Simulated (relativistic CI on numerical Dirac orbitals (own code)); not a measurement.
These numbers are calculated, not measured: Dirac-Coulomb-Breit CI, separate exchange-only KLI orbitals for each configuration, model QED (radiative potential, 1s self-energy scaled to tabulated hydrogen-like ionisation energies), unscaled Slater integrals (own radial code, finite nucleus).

Configuration list (outside the closed core [Ne]): 3s²3p⁶3d⁹, 3s²3p⁵3d¹⁰, 3s3p⁶3d¹⁰, 3s²3p⁶3d⁸4s, 3s²3p⁶3d⁸4p, 3s²3p⁶3d⁸4d, 3s²3p⁴3d¹⁰4s, 3s²3p⁴3d¹⁰4p, 3s²3p⁵3d⁹4s, 3s²3p⁶3d⁸4f, 3s²3p⁴3d¹⁰4d, 3s²3p⁵3d⁹4p, 3s3p⁵3d¹⁰4s, 3s3p⁵3d¹⁰4p, 3s²3p⁶3d⁷4s², 3s²3p⁵3d⁹4d, 3s3p⁶3d⁹4s, 3s²3p⁶3d⁷4s4p, 3s3p⁵3d¹⁰4d, 3p⁶3d¹⁰4s, 3s²3p⁶3d⁸5s, 3s²3p⁵3d⁹4f, 3s²3p⁶3d⁷4p², 3s²3p⁶3d⁷4s4d, 3s3p⁶3d⁹4p, 3s²3p⁶3d⁸5p, 3p⁶3d¹⁰4p, 3s²3p⁶3d⁸5d, 3s²3p⁵3d⁸4s², 3s²3p⁶3d⁷4p4d, 3p⁶3d¹⁰4d, 3s²3p⁶3d⁸5f, 3s3p⁶3d⁹4d, 3s²3p⁶3d⁸5g, 3s²3p⁵3d⁸4s4p, 3s²3p⁶3d⁷4d². Levels of other configurations are missing.

At this charge energies of transitions that change n are usually good to better than 1 %, and those within a shell (Δn = 0) to a few per cent.

Outline of the computed level scheme of Tm XLIII. Lowest level of each configuration: 3s²3p⁶3d⁹ ²D5/2 at 0.00 eV; 3s²3p⁵3d¹⁰ ²P°3/2 at 395.45 eV; 3s3p⁶3d¹⁰ ²S1/2 at 825.87 eV; 3s²3p⁶3d⁸4s ⁴F9/2 at 1325.94 eV; 3s²3p⁶3d⁸4p ⁴D°7/2 at 1410.12 eV.

Some strong electric-dipole decays among the lowest 45 levels: 3s²3p⁶3d⁸4p ²P°3/2 → 3s²3p⁶3d⁹ ²D5/2 (6.9e+12 s⁻¹); 3s²3p⁶3d⁸4p ²D°5/2 → 3s²3p⁶3d⁹ ²D5/2 (5.6e+12 s⁻¹); 3s²3p⁶3d⁸4p ²D°5/2 → 3s²3p⁶3d⁹ ²D5/2 (5.4e+12 s⁻¹); 3s²3p⁶3d⁸4p ²F°7/2 → 3s²3p⁶3d⁹ ²D5/2 (4.5e+12 s⁻¹); 3s²3p⁶3d⁸4p ²F°7/2 → 3s²3p⁶3d⁹ ²D5/2 (4.4e+12 s⁻¹); 3s²3p⁵3d¹⁰ ²P°1/2 → 3s²3p⁶3d⁹ ²D3/2 (3.9e+12 s⁻¹); 3s²3p⁶3d⁸4p ²D°3/2 → 3s²3p⁶3d⁹ ²D3/2 (3.7e+12 s⁻¹); 3s²3p⁶3d⁸4p ⁴D°3/2 → 3s²3p⁶3d⁹ ²D5/2 (3.5e+12 s⁻¹).

LS names give the leading component of a level, which can be under half, so a name can repeat, a term be missing and a line seem to break the LS rules.
